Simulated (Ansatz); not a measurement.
## Two structures, one formula

Two relaxed structures of CH$_{5}$NSn, closed shell (PBE0-D4/def2-TZVP; forces vanish, vibrations not checked).

A:

```xyz
8
angstrom
N -0.9271 0.9458 -1.0531
C -0.7039 -0.2170 -0.4959
Sn 0.4880 -0.5776 1.2874
H -1.6713 1.1183 -1.7143
H -1.3898 -0.9854 -0.8605
H -0.3443 1.7354 -0.8130
H 1.5980 0.7317 0.8740
H 1.3288 -1.9217 0.5448
```

B:

| atom | x (Å) | y (Å) | z (Å) |
| --- | --- | --- | --- |
| N1 | -1.2634 | 0.9135 | -0.8043 |
| C2 | -0.4398 | -0.0855 | -0.9022 |
| Sn3 | 0.7581 | -0.3067 | 0.8964 |
| H4 | -1.8838 | 1.1258 | -1.5819 |
| H5 | -1.3807 | 1.5502 | -0.0111 |
| H6 | 0.3244 | 0.9146 | 2.0459 |
| H7 | 2.4146 | -0.1507 | 0.5175 |
| H8 | 0.4919 | -1.8430 | 1.5899 |

Ansatz 0.2.0; basis: def2-TZVPP; cores frozen in the correlated methods. Filled d shells of the heavier atoms are correlated. Core potentials replace the inner electrons of the atoms past krypton. The def2 sets are not built for correlating such inner shells, so the correlated values are less sure here. B3LYP uses VWN-RPA correlation.

Question: Which structure is lower at CCSD(T), and by how much? (To be estimated.)

Answer: Computed: A, by 113.4 kJ/mol (electronic energy, against the other). By their contacts, A is CH₅NSn ([NH2][CH][SnH2]) and B is CH₅NSn ([NH2][C][SnH3]).

All methods give the same order:

```tsv
method	E(B) − E(A) (kJ/mol)
PBE-D4	142.2
r2SCAN-D4	138.2
PBE0-D4	130.6
B3LYP-D4	135.0
wB97M-V	112.6
HF	102.3
MP2	121.7
CCSD	110.7
CCSD(T)	113.4
```

No T1 diagnostic of these runs exceeds 0.023.

Labels in which every atom is bracketed show which atoms are joined, not bond orders.

For scale, one of the runs: CCSD(T)/def2-TZVPP, 182 basis functions, launched by `ansatz run in.yaml --threads 2 --pin off --events-out ev --progress --plain --max-ram 4352MiB`. The run took 93 s on 2 CPU threads of an Intel Xeon Platinum 8259CL (shared host), with 2.1 GiB of host memory at its peak.
